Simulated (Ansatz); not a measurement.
The same group exchange along the group B, Al, Ga.

Program: Ansatz. Geometries: PBE0-D4/def2-TZVP. ΔE: electronic, gas phase. CCSD(T)/CBS adds triple-zeta CCSD(T) − MP2 to the extrapolated MP2 energy (def2 sets, frozen cores). This one scheme is used for every species. DFT in def2-TZVPP. B3LYP here is the variant with VWN-RPA as its local correlation; programs differ in this. For Ga outer-core shells are correlated without core-valence functions, which leaves a few kJ/mol of doubt a bond. Scalar relativity is left out up to krypton. One conformer a species, not always the lowest.

```csv
reaction,ωB97X-V (eV),B3LYP-D4 (eV),r2SCAN-D4 (eV),MP2/CBS(def2) (eV)
`O=CBF` + `NCF` → `FBCF` + `NC=O`,-0.88,-0.92,-1.02,-0.86
`O=[CH][AlH][F]` + `NCF` → `F[CH2][AlH][F]` + `NC=O`,-0.70,-0.73,-0.81,-0.69
`O=[CH][GaH][F]` + `NCF` → `F[CH2][GaH][F]` + `NC=O`,-0.74,-0.75,-0.82,-0.78
```

(1) Give the CCSD(T)/CBS values in the same order. (An estimate is asked.)

Largest T1 diagnostic: 0.016, for `NC=O`.

Results:

(1) The calculation gave: -0.80, -0.63, -0.71 eV.
